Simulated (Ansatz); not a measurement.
`[NH2][AlH][SiH2]S` + H₂S → `S[SiH2]S` + `[NH2][AlH2]`  (cleavage of the Si–Al bond)

Isolated molecules relaxed with PBE0-D4/def2-TZVP in Ansatz; ΔE leaves out vibrations. CBS: MP2 limit from def2 TZ/QZ plus the TZ coupled-cluster correction, frozen cores. This one scheme is used for every species. Functionals use def2-TZVPP. HSE06 is defined as in plane-wave codes. Each species was taken in one conformer, which may not be the lowest.

Question: Is it downhill or uphill in electronic energy at CCSD(T)/CBS, and by how much? (An estimate is asked.)

Answer: The calculation gave: Downhill: ΔE = -53.3 kJ/mol.

Question: What do these levels give: BLYP-D4, r2SCANh-D4, r2SCANh, HSE06, CCSD(T)/def2-SVP, HF/def2-QZVPP? (Best estimate.)

Answer: Computed: BLYP-D4 -50.3, r2SCANh-D4 -53.0, r2SCANh -53.3, HSE06 -46.3, CCSD(T)/def2-SVP -44.5, HF/def2-QZVPP -60.9 kJ/mol.

Largest T1 diagnostic among the species: 0.013.

From PBE to PBE0 (25 % exact exchange), in def2-TZVPP and without D4, ΔE moves by −3.9 kJ/mol. Leaving LDA and LC-ωPBE aside and taking each functional with its dispersion term where it has one, the values, not all of them listed here, spread over 21.0 kJ/mol, from B97M-V to PBE-D4.
